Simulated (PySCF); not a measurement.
# Spin states of LiBe⁺

Unrestricted PBE0; Li aug-pcseg-1, Be aug-pcseg-1; no relativity (PySCF 2.14). Outer shells of the fragments: Li+ closed shells only; Be 2s2.

Followed along the bond (rough minima from three points):

| 2Ms+1 | unpaired | ⟨S²⟩ at the start | R at minimum (Å) | Te (eV) |
| --- | --- | --- | --- | --- |
| 1 | none | 0.00 | 2.60 | 0.00 |
| 3 | σ ↑↑ | 2.00 | none in the scan | ≤ 2.25 |

Solutions found at the starting distance of 2.345 Å, counted from the lowest of them; the search is not exhaustive and high or unbound solutions are not listed, so other states can lie among these:

```json
{"2Ms+1": "1", "unpaired": "none", "term": "¹Σ⁺", "E (eV)": "0.00", "⟨S²⟩": "0.00", "⟨Lz²⟩": "0.00", "μ (D)": "-2.45"}
{"2Ms+1": "3", "unpaired": "σ ↑↑", "term": "³Σ⁺", "E (eV)": "2.48", "⟨S²⟩": "2.00", "⟨Lz²⟩": "0.00", "μ (D)": "-4.78"}
{"2Ms+1": "3", "unpaired": "σ ↑, π ↑", "term": "³Π", "E (eV)": "2.94", "⟨S²⟩": "2.00", "⟨Lz²⟩": "1.00", "μ (D)": "-2.91"}
{"2Ms+1": "1", "unpaired": "σ ↑, π ↓", "term": "mixed", "E (eV)": "3.88", "⟨S²⟩": "1.00", "⟨Lz²⟩": "1.00", "μ (D)": "-2.44"}
```

A term symbol is given only where ⟨S²⟩ and ⟨Lz²⟩ are close to those of a pure state; real π, δ and φ orbitals otherwise mix terms. A positive dipole points towards Be; it is taken about the centre of mass and depends on that origin.

Counting both spins, an empty level lies below a filled one in some of these solutions, because spin and occupation are held.
